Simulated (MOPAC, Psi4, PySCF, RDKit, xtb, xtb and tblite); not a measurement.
Two geometries of C7H14, SMILES C(CC=C)(C)(C)C, relaxed at GFN2-xTB with one dihedral held; other torsions can differ between them too.

Structure A

```
21

C      2.5645     1.0373    -0.6965
C      1.7822    -0.0227    -0.7829
C      0.9181    -0.5111     0.3426
C      0.0788    -1.7643     0.0426
C      0.9858    -2.9485    -0.2991
C     -0.7300    -2.1091     1.2977
C     -0.8915    -1.4967    -1.1101
H      3.1749     1.3664    -1.5200
H      2.6277     1.6242     0.2058
H      1.7499    -0.5815    -1.7070
H      0.2429     0.2976     0.6389
H      1.5568    -0.7182     1.2068
H      0.3904    -3.8438    -0.4653
H      1.5657    -2.7569    -1.1980
H      1.6786    -3.1445     0.5166
H     -1.3412    -2.9925     1.1264
H     -1.3885    -1.2867     1.5694
H     -0.0690    -2.3100     2.1384
H     -1.5152    -2.3702    -1.2886
H     -1.5399    -0.6555    -0.8737
H     -0.3602    -1.2673    -2.0299
```

Structure B

```
21

C     -2.6133     0.9278    -0.8763
C     -1.6776    -0.0027    -0.8191
C     -0.8856    -0.4150     0.3888
C     -1.6857    -0.9587     1.5947
C     -2.5743     0.1031     2.2411
C     -0.6724    -1.4459     2.6368
C     -2.5503    -2.1380     1.1427
H     -3.1447     1.1295    -1.7920
H     -2.8520     1.5689    -0.0461
H     -1.4836    -0.5889    -1.7098
H     -0.1712    -1.1830     0.0882
H     -0.3086     0.4477     0.7391
H     -2.9606    -0.2683     3.1886
H     -3.4229     0.3395     1.6067
H     -2.0121     1.0136     2.4366
H     -1.1863    -1.8733     3.4951
H     -0.0202    -2.2092     2.2176
H     -0.0543    -0.6209     2.9849
H     -3.1059    -2.5471     1.9838
H     -1.9317    -2.9289     0.7238
H     -3.2599    -1.8184     0.3829
```

Q: Which is lower in energy at the level B3LYP-D3(BJ)/def2-SVP // GFN2-xTB in Psi4, and by how much?

A: A is lower, by 0.76 kcal/mol (dihedral C1–C2–C3–C4: 180° in A, 60° in B).

E(B) − E(A) in kcal/mol at the other levels, on the same two geometries: GFN2-xTB (xtb and tblite) 1.24; MMFF94 // GFN2-xTB (RDKit) 1.85; B3LYP/def2-SVP // GFN2-xTB (Psi4) 1.45; PBE/def2-SVP // GFN2-xTB (Psi4) 1.16; PBE-D3(BJ)/def2-SVP // GFN2-xTB (Psi4) 0.74; UFF // GFN2-xTB (RDKit) 3.63; PM6, restricted, heats of formation // GFN2-xTB (MOPAC) 1.74; PM3, restricted, heats of formation // GFN2-xTB (MOPAC) 2.22; GFN1-xTB // GFN2-xTB (xtb) 0.69; restricted B3LYP/6-31G*, spherical d, density fitting // GFN2-xTB (PySCF) 1.40; restricted Hartree-Fock/6-31G*, spherical d, density fitting // GFN2-xTB (PySCF) 2.00; restricted M06-2X/6-31G*, spherical d, density fitting // GFN2-xTB (PySCF) 0.80; restricted B3LYP/6-311+G**, spherical d, density fitting // GFN2-xTB (PySCF) 1.79.
